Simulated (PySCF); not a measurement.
HfBr4, SMILES [Br][Hf]([Br])([Br])[Br], multiplicity 1.

Geometry optimised at B3LYP-D3(BJ)/def2-SVP. The multiplicity is an assumed one; other spin states were not compared. The isomer is the one that the SMILES or the coordinates give; other isomers of the formula were not compared. The def2 effective core potentials stand for the cores of Hf; spin–orbit coupling is left out.

Level of theory: TDDFT-B3LYP/def2-SVPD (PySCF).

Vertical excitations; the highest root listed may be one member of a degenerate set.  State labels are in the subgroup D2.

Computed lowest excited states:
| state | symmetry | energy (eV) | λ (nm) | f | main pairs |
|---|---|---|---|---|---|
| S1 | B2 | 4.82 | 257 | 0.000 | HOMO−1→LUMO (degenerate set) |
| S2 | B3 | 4.82 | 257 | 0.000 | HOMO→LUMO+1, HOMO→LUMO (degenerate set) |
| S3 | B1 | 4.82 | 257 | 0.000 | HOMO−2→LUMO+1, HOMO−2→LUMO (degenerate set) |
| S4 | B3 | 5.01 | 248 | 0.031 | HOMO→LUMO, HOMO→LUMO+1 (degenerate set) |
| S5 | B1 | 5.01 | 248 | 0.031 | HOMO−2→LUMO, HOMO−2→LUMO+1 (degenerate set) |
| S6 | B2 | 5.01 | 248 | 0.031 | HOMO−1→LUMO+1 (degenerate set) |
| S7 | B1 | 5.38 | 230 | 0.000 | HOMO−5→LUMO, HOMO−5→LUMO+1 (degenerate set) |
| S8 | B3 | 5.38 | 230 | 0.000 | HOMO−3→LUMO, HOMO−3→LUMO+1 (degenerate set) |
| S9 | B2 | 5.38 | 230 | 0.000 | HOMO−4→LUMO+1 (degenerate set) |
| S10 | A | 5.45 | 228 | 0.000 | HOMO−1→LUMO+3 28 %, HOMO→LUMO+4 28 %, HOMO−2→LUMO+2 28 %, HOMO−6→LUMO 7 % |
| T1 | B1 | 4.64 | 267 | 0 | HOMO−2→LUMO, HOMO−2→LUMO+1 (degenerate set) |
| T2 | B3 | 4.64 | 267 | 0 | HOMO→LUMO, HOMO→LUMO+1 (degenerate set) |
| T3 | B2 | 4.64 | 267 | 0 | HOMO−1→LUMO+1 (degenerate set) |
| T4 | B2 | 4.73 | 262 | 0 | HOMO−1→LUMO 96 % |
Triplets are in the Tamm–Dancoff approximation, which puts them higher than full response would, so one can lie above its singlet here.
